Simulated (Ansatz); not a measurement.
One change: `[SiH3]C[AsH2]` becomes `[SiH3]CI`.

Ansatz, PBE0-D4/def2-TZVP geometries, multiplicity 1. 

Elements past krypton have def2 core potentials. Scalar relativity is left out up to krypton.

| property | `[SiH3]C[AsH2]` |
| --- | --- |
| HOMO–LUMO gap (PBE/def2-TZVPP) / eV | 5.31 |
| ideal-gas entropy at 298 K and 1 bar (rigid rotor, harmonic PBE0-D4/def2-TZVP) / J/(mol·K) | 327 |
| HOMO–LUMO gap (B3LYP/def2-TZVPP) / eV | 6.78 |
| HOMO energy (PBE0/def2-TZVPP) / eV | -7.20 |
| HOMO–LUMO gap (PBE0/def2-TZVPP) / eV | 7.19 |
| size of the dipole moment (ωB97M-V/def2-TZVPP) / D | 0.62 |

Task: Give the same properties after the change, and the shifts. (Estimate.)

Result: Ansatz gave: 
```tsv
property	`[SiH3]CI`	shift
HOMO–LUMO gap (PBE/def2-TZVPP) / eV	4.15	-1.16
ideal-gas entropy at 298 K and 1 bar (rigid rotor, harmonic PBE0-D4/def2-TZVP) / J/(mol·K)	316	-11
HOMO–LUMO gap (B3LYP/def2-TZVPP) / eV	5.71	-1.07
HOMO energy (PBE0/def2-TZVPP) / eV	-7.30	-0.10
HOMO–LUMO gap (PBE0/def2-TZVPP) / eV	6.18	-1.01
size of the dipole moment (ωB97M-V/def2-TZVPP) / D	1.36	0.74
```

With PBE0 the HOMO falls by 0.10 eV and the LUMO falls by 1.11 eV, so the gap narrows by about 1.01 eV. PBE moves the HOMO by -0.04 eV and ωB97M-V by -0.13 eV. The zero-point energy changes by -41.4 kJ/mol with -6 modes. Dipoles are sizes alone; their direction can turn.

B3LYP here is the variant with VWN-RPA as its local correlation; programs differ in this.

Spin–orbit coupling is left out; it splits and shifts lone-pair levels of the heavy atoms by tenths of an eV.
